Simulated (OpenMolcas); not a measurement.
# Dy4+: CASPT2 settings compared

```
Program             : OpenMolcas
Basis               : ANO-RCC-VQZP [9s8p6d4f3g2h]
Scalar Hamiltonian  : DKH2, point nucleus
Active space        : 8 electrons in 7 orbitals (4f)
State averaging     : 2S+1 = 7 even, 7 roots; 2S+1 = 5 even, 5 roots kept (CI in the orbitals of an earlier block, 0 in the spin-orbit step)
Spin-orbit coupling : state interaction with AMFI integrals over the reference wave functions, term energies averaged over their components
```

Methods on the same reference wave functions:
A. CASSCF
B. SS-CASPT2, IPEA 0.3 Eh, sigma1 regulariser 0.1 Eh (closed shells correlated: none)
C. SS-CASPT2, IPEA 0.35 Eh, sigma1 regulariser 0.25 Eh (closed shells correlated: 5s 5p)
D. XMS-CASPT2, IPEA 0.4 Eh, sigma2 regulariser 0.4 Eh (closed shells correlated: 5s 5p)

Energies in cm-1 above 4f8 7F6.

```json
{"Level": "4f8 7F6", "A": "0.0", "B": "0.0", "C": "0.0", "D": "0.0"}
{"Level": "4f8 7F5", "A": "2133", "B": "2130", "C": "2130", "D": "2130"}
{"Level": "4f8 7F4", "A": "3910", "B": "3910", "C": "3910", "D": "3910"}
{"Level": "4f8 7F3", "A": "5332", "B": "5330", "C": "5330", "D": "5330"}
{"Level": "4f8 7F2", "A": "6398", "B": "6400", "C": "6400", "D": "6400"}
{"Level": "4f8 7F1", "A": "7109", "B": "7110", "C": "7110", "D": "7110"}
{"Level": "4f8 7F0", "A": "7465", "B": "7460", "C": "7460", "D": "7460"}
```

Among B to D no level of the table moves by more than 5 cm-1.

The lowest spin-free term lies below A's lowest term by 0.202 hartree in B, 0.631 hartree in C, 0.635 hartree in D.

CASPT2 breaks the degeneracy within a term, and the mean is taken; among the terms shown or strongly mixed into the levels shown the widest spread is 160 cm-1 (4f8 7F, D). High states are left out of the spin-orbit mixing, which shifts the levels that they would mix with. Without dynamic correlation excited terms often stand tens of per cent too high (terms of higher spin than the ground term too low), and those without a measured partner can miss by more than the paired ones (holds for A). Only configurations of the active space appear.
